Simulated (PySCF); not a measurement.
Vertical excitations of a molecule C₄H₅NO from TDA-PBE/def2-SVPD (PySCF), as energy in eV (oscillator strength): 4.50 (0.007), 5.37 (0.009), 5.58 (0.180), 5.71 (0.030), 6.17 (0.008), 6.21 (0.130), 6.45 (0.011), 6.52 (0.016), 6.73 (0.003), 6.98 (0.005). Lowest triplet (TDA): 3.74 eV. The structure is a stationary point at B3LYP-D3(BJ)/def2-SVP. One conformer was computed; it need not be the lowest.

Which molecule gave these data?
A) O=CC1=NCC1
B) C=C/C=N/C=O
C) C=C1COC=N1
D) Nc1ccco1

D, Nc1ccco1
